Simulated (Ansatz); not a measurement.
Steps of a relaxation of BH₄NSiTe, SMILES `[TeH]B1N[SiH2]1` with RKS PBE-D4/def2-SVP.

```sh
$ ansatz run in.yaml --threads 2 --pin off --events-out ev --progress --plain --max-ram 4352MiB
```

```yaml
crystal:
  periodic: [false, false, false]
  atoms:
    - {symbol: Te, position_ang: [-1.148000, 2.407200, -0.083700]}
    - {symbol: B, position_ang: [-0.034600, 0.573000, 0.000100]}
    - {symbol: N, position_ang: [1.272400, -0.176600, -0.013700]}
    - {symbol: Si, position_ang: [0.175400, -1.391700, 0.251400]}
    - {symbol: H, position_ang: [-1.357600, 2.257600, -1.831100]}
    - {symbol: H, position_ang: [1.757000, 0.038900, 0.918500]}
    - {symbol: H, position_ang: [-0.189500, -1.718700, 1.659000]}
    - {symbol: H, position_ang: [-0.382800, -2.046800, -0.956300]}
basis:
  gaussian: {orbitals: def2-SVP}
hamiltonian: {xc: pbe, dispersion: d4}
relax: {f_tol: 0.03, max_steps: 200}
```

Positions (Å) and forces (eV/Å) along the path, 11 of 11 steps:

```xyz
8
step=1 energy=-17388.8901 eV
Te   -1.148    2.407   -0.084   -0.043    0.913   -0.850
B    -0.035    0.573    0.000    1.336   -2.703   -0.684
N     1.272   -0.177   -0.014    1.920    5.113    2.275
Si    0.175   -1.392    0.251   -4.346   -2.168   -0.132
H    -1.358    2.258   -1.831    0.108   -0.145    1.115
H     1.757    0.039    0.918    0.623    0.083   -1.840
H    -0.190   -1.719    1.659    0.081   -0.432    0.039
H    -0.383   -2.047   -0.956    0.319   -0.660    0.077
8
step=2 energy=-17389.9607 eV
Te   -1.055    2.558   -0.109    0.597   -0.031    0.449
B    -0.097    0.564   -0.080    1.047   -1.044    0.004
N     1.220   -0.097    0.023    0.067    2.405    1.820
Si    0.062   -1.364    0.240   -2.558   -0.801   -0.799
H    -1.324    2.185   -1.695   -0.321   -0.082   -0.485
H     1.793    0.138    0.872    0.493    0.136   -1.287
H    -0.213   -1.819    1.646    0.139   -0.254   -0.156
H    -0.294   -2.222   -0.953    0.537   -0.328    0.454
8
step=3 energy=-17390.6280 eV
Te   -0.948    2.629   -0.128    0.399   -0.151    0.191
B    -0.118    0.588   -0.073    0.843    0.056    0.019
N     1.158   -0.045    0.094   -0.718    0.658    1.452
Si   -0.109   -1.318    0.215   -0.549   -1.107   -0.756
H    -1.377    2.193   -1.674   -0.336    0.022   -0.280
H     1.870    0.184    0.822    0.138    0.063   -1.014
H    -0.214   -1.913    1.614   -0.060    0.048   -0.362
H    -0.169   -2.376   -0.927    0.283    0.411    0.751
8
step=4 energy=-17390.9632 eV
Te   -0.815    2.676   -0.178    0.067   -0.393   -0.359
B    -0.080    0.601   -0.056   -0.074    0.633   -0.230
N     1.125   -0.033    0.200    0.204   -0.194    1.244
Si   -0.195   -1.322    0.192    0.503   -0.963   -0.466
H    -1.560    2.245   -1.646   -0.038    0.132    0.330
H     1.985    0.227    0.744   -0.555   -0.236   -0.856
H    -0.355   -1.981    1.561   -0.077    0.211   -0.308
H    -0.013   -2.470   -0.873   -0.031    0.810    0.645
8
step=5 energy=-17391.1056 eV
Te   -0.738    2.696   -0.238    0.014   -0.533   -0.443
B    -0.018    0.629   -0.116    0.099    0.273    0.197
N     1.134   -0.045    0.272   -0.245   -0.065    0.438
Si   -0.198   -1.300    0.158    0.520   -0.482   -0.275
H    -1.683    2.133   -1.534   -0.034    0.275    0.271
H     2.013    0.197    0.761   -0.212   -0.150   -0.395
H    -0.450   -1.934    1.516   -0.117    0.116   -0.224
H     0.031   -2.434   -0.876   -0.026    0.565    0.433
8
step=6 energy=-17391.2403 eV
Te   -0.659    2.701   -0.371   -0.088   -0.451   -0.346
B     0.025    0.649   -0.104   -0.261    0.271   -0.014
N     1.134   -0.046    0.344    0.225   -0.226    0.323
Si   -0.167   -1.283    0.154    0.076   -0.232   -0.142
H    -1.853    2.107   -1.432    0.141    0.230    0.282
H     2.061    0.113    0.755   -0.065    0.088   -0.147
H    -0.565   -1.924    1.463   -0.025    0.071   -0.099
H     0.117   -2.375   -0.865   -0.003    0.248    0.144
8
step=7 energy=-17391.3101 eV
Te   -0.552    2.671   -0.537   -0.090   -0.220   -0.121
B     0.025    0.631   -0.109    0.044    0.051    0.040
N     1.122   -0.055    0.408   -0.135   -0.023   -0.027
Si   -0.155   -1.299    0.147    0.121    0.046    0.033
H    -1.975    2.147   -1.287    0.123    0.098    0.113
H     2.065    0.125    0.764   -0.016    0.037   -0.016
H    -0.637   -1.926    1.429   -0.018   -0.034   -0.077
H     0.199   -2.352   -0.871   -0.029    0.045    0.054
8
step=8 energy=-17391.3229 eV
Te   -0.486    2.633   -0.669   -0.025    0.082   -0.015
B     0.023    0.623   -0.115   -0.122   -0.043   -0.044
N     1.111   -0.045    0.432    0.057   -0.149    0.070
Si   -0.140   -1.306    0.152    0.016    0.084   -0.013
H    -2.029    2.191   -1.170    0.018   -0.004    0.000
H     2.051    0.154    0.784    0.025    0.014   -0.007
H    -0.673   -1.960    1.397    0.019    0.013    0.001
H     0.234   -2.347   -0.866    0.012    0.003    0.007
8
step=9 energy=-17391.3218 eV rejected
Te   -0.484    2.649   -0.649   -0.009   -0.094    0.008
B     0.001    0.614   -0.118    0.053    0.055    0.016
N     1.094   -0.055    0.429   -0.004    0.099   -0.027
Si   -0.152   -1.314    0.149    0.083   -0.022    0.046
H    -2.015    2.219   -1.191    0.000    0.010   -0.001
H     2.037    0.157    0.767   -0.032   -0.026   -0.007
H    -0.642   -1.968    1.411   -0.051   -0.012   -0.011
H     0.253   -2.358   -0.854   -0.040   -0.010   -0.026
8
step=10 energy=-17391.3240 eV
Te   -0.490    2.637   -0.658   -0.006    0.023   -0.005
B     0.017    0.620   -0.113   -0.002    0.018   -0.002
N     1.108   -0.050    0.435    0.001    0.005    0.000
Si   -0.142   -1.304    0.152    0.009   -0.040    0.010
H    -2.023    2.192   -1.182    0.005    0.000    0.000
H     2.052    0.153    0.776    0.001   -0.001    0.000
H    -0.665   -1.959    1.400   -0.006   -0.002    0.004
H     0.235   -2.346   -0.864   -0.003   -0.004   -0.006
8
step=11 energy=-17391.3241 eV
Te   -0.490    2.640   -0.656    0.000   -0.001    0.001
B     0.015    0.620   -0.112   -0.005   -0.011   -0.001
N     1.107   -0.050    0.434    0.001    0.014   -0.002
Si   -0.141   -1.307    0.153   -0.004    0.012   -0.003
H    -2.021    2.194   -1.185    0.002    0.001    0.000
H     2.051    0.155    0.774    0.005   -0.005    0.003
H    -0.664   -1.961    1.401    0.000   -0.004    0.004
H     0.234   -2.347   -0.865    0.001   -0.005   -0.002
```

It took 22 s on 2 threads of an Arm Neoverse V1 on a shared host, with 0.15 GiB of host memory at the peak.
